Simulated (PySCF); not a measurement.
# Correlation energy of As⁺ (arsenic, charge +1)

[Ar] 3d10 4s2 4p1 5s1, high-spin 3P determinant (an excited configuration). All numbers are calculated (PySCF 2.14, scalar relativity through the core potential, in aug-cc-pwCVDZ-PP with ECP10MDF (6s5p4d1f, 48 functions)). Frozen: 3s2 3p6 3d10; 4 electrons correlated.

```json
{"level": "CCSD", "correlation energy (mhartree)": "-62.19"}
{"level": "(T)", "correlation energy (mhartree)": "-1.15"}
{"level": "CCSD(T)", "correlation energy (mhartree)": "-63.34"}
```

Diagnostics: T1 = 0.018, D1 = 0.0495, largest double amplitude 0.092.

Task: Is a single reference adequate?

Result: Mostly. T1 lies below 0.03, but a double amplitude of this size points to a near-degeneracy that CCSD handles and MP2 describes poorly.
